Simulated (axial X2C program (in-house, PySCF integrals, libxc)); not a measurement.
# Outer orbitals of AlSn at 2.669 Å, PBE0

Computed with an in-house all-electron X2C program for linear molecules (integrals from PySCF). Spin-free means the one-electron spin-free X2C Hamiltonian; two-component (2c) means X2C with spin–orbit coupling and atomic mean-field two-electron Coulomb and Gaunt terms, so the difference of the two also holds small scalar two-electron terms. Basis: Sn dyall-cv3z [11s12p9d4f1g], Al dyall-v3z [8s8p2d1f] (cores contracted in-house); Gaussian nuclei, density fitting, unrestricted open shells. Masses: Sn 119.902 u, Al 26.982 u.

The distance is close to the 2c PBE0 minimum; the highest filled and lowest empty levels are listed.

Spin-free orbitals, state M_S = 3/2, Λ = 0 (beyond evenly filled blocks: σα, π+α, π-α) (Löwdin shares):

| symmetry | occupied | ε (eV) | atomic character |
| --- | --- | --- | --- |
| σα | yes | -28.04 | 100% Sn d |
| δ+α | yes | -28.04 | 100% Sn d |
| δ-α | yes | -28.04 | 100% Sn d |
| π-α | yes | -28.02 | 100% Sn d |
| π+α | yes | -28.02 | 100% Sn d |
| σβ | yes | -27.88 | 100% Sn d |
| δ-β | yes | -27.87 | 100% Sn d |
| δ+β | yes | -27.87 | 100% Sn d |
| π+β | yes | -27.85 | 100% Sn d |
| π-β | yes | -27.85 | 100% Sn d |
| σα | yes | -13.04 | 66% Sn s, 18% Al s, 10% Al p |
| σβ | yes | -11.21 | 64% Sn s, 21% Al s, 8% Al p |
| σα | yes | -9.04 | 53% Al s, 24% Sn p, 14% Sn s |
| σβ | yes | -7.73 | 54% Al s, 20% Sn p, 16% Sn s |
| σα | yes | -5.47 | 44% Al p, 41% Sn p, 10% Al s |
| π-α | yes | -5.36 | 68% Sn p, 26% Al p, 4% Al d |
| π+α | yes | -5.36 | 68% Sn p, 26% Al p, 4% Al d |
| σβ | no | -2.67 | 43% Al p, 43% Sn p, 9% Al s |
| π+β | no | -2.60 | 54% Sn p, 43% Al p |
| π-β | no | -2.60 | 54% Sn p, 43% Al p |
| π+α | no | -1.79 | 64% Al p, 23% Sn p, 7% Sn d |
| π-α | no | -1.79 | 64% Al p, 23% Sn p, 7% Sn d |

Spinors with spin–orbit coupling (state Ω = 3/2):

```json
{"ω": "-3/2", "occupied": "yes", "ε (eV)": "-28.60", "atomic character": "100% Sn d", "λ mixture": "85% δ, 15% π"}
{"ω": "-1/2", "occupied": "yes", "ε (eV)": "-28.56", "atomic character": "100% Sn d", "λ mixture": "66% π, 34% σ"}
{"ω": "1/2", "occupied": "yes", "ε (eV)": "-28.53", "atomic character": "100% Sn d", "λ mixture": "50% π, 50% σ"}
{"ω": "3/2", "occupied": "yes", "ε (eV)": "-28.50", "atomic character": "100% Sn d", "λ mixture": "75% δ, 25% π"}
{"ω": "5/2", "occupied": "yes", "ε (eV)": "-27.62", "atomic character": "100% Sn d", "λ mixture": "100% δ"}
{"ω": "3/2", "occupied": "yes", "ε (eV)": "-27.57", "atomic character": "100% Sn d", "λ mixture": "75% π, 25% δ"}
{"ω": "1/2", "occupied": "yes", "ε (eV)": "-27.54", "atomic character": "100% Sn d", "λ mixture": "50% σ, 50% π"}
{"ω": "-1/2", "occupied": "yes", "ε (eV)": "-27.51", "atomic character": "100% Sn d", "λ mixture": "66% σ, 34% π"}
{"ω": "-3/2", "occupied": "yes", "ε (eV)": "-27.47", "atomic character": "100% Sn d", "λ mixture": "85% π, 15% δ"}
{"ω": "-5/2", "occupied": "yes", "ε (eV)": "-27.46", "atomic character": "100% Sn d", "λ mixture": "100% δ"}
{"ω": "1/2", "occupied": "yes", "ε (eV)": "-13.01", "atomic character": "66% Sn s, 18% Al s, 10% Al p", "λ mixture": "100% σ"}
{"ω": "-1/2", "occupied": "yes", "ε (eV)": "-11.21", "atomic character": "64% Sn s, 21% Al s, 8% Al p", "λ mixture": "100% σ"}
{"ω": "1/2", "occupied": "yes", "ε (eV)": "-9.03", "atomic character": "53% Al s, 24% Sn p, 14% Sn s", "λ mixture": "100% σ"}
{"ω": "-1/2", "occupied": "yes", "ε (eV)": "-7.73", "atomic character": "53% Al s, 20% Sn p, 16% Sn s", "λ mixture": "100% σ"}
{"ω": "-1/2", "occupied": "yes", "ε (eV)": "-5.48", "atomic character": "70% Sn p, 24% Al p, 4% Al d", "λ mixture": "99% π, 1% σ"}
{"ω": "1/2", "occupied": "yes", "ε (eV)": "-5.47", "atomic character": "43% Al p, 42% Sn p, 10% Al s", "λ mixture": "99% σ, 1% π"}
{"ω": "3/2", "occupied": "yes", "ε (eV)": "-5.23", "atomic character": "65% Sn p, 29% Al p, 4% Al d", "λ mixture": "100% π"}
{"ω": "-1/2", "occupied": "no", "ε (eV)": "-2.68", "atomic character": "44% Al p, 42% Sn p, 9% Al s", "λ mixture": "98% σ, 2% π"}
{"ω": "1/2", "occupied": "no", "ε (eV)": "-2.67", "atomic character": "56% Sn p, 40% Al p, 2% Al d", "λ mixture": "99% π, 1% σ"}
{"ω": "-3/2", "occupied": "no", "ε (eV)": "-2.53", "atomic character": "51% Sn p, 46% Al p", "λ mixture": "100% π"}
{"ω": "-1/2", "occupied": "no", "ε (eV)": "-1.81", "atomic character": "66% Al p, 22% Sn p, 7% Sn d", "λ mixture": "99% π, 1% σ"}
```

Question: How does the gap between the highest filled and lowest empty level change from the spin-free to the 2c table?

Answer: From 2.69 to 2.55 eV at PBE0, a change of -0.14 eV.

Mulliken charges and populations of the two-component result (they depend on the basis, above all on diffuse functions):

Sn -0.06 e (s 9.88 p 20.13 d 20.03), Al 0.06 e (s 5.85 p 7.02 d 0.07 f 0.01). ⟨Lz⟩ = 0.02 ħ and ⟨Sz⟩ = 1.48 ħ (0.98 and 0.50 on the two atoms), which add up to Ω.

Occupations by symmetry block were frozen at the best pattern of an incomplete PBE0 search. Density functionals use the spin component along the axis (collinear). Other states lie close and PBE0, whose exact exchange favours high spin, may order them wrongly; the determinant shown need not be the ground state. The nearest other spin-free determinant of the search, M_S = 1/2, Λ = 0, lies 0.29 eV up at the distance of the search. With several unpaired electrons one determinant need not be a pure state. This is the top spin component of a Σ state; components of lower Ω are not single determinants and can lie lower.
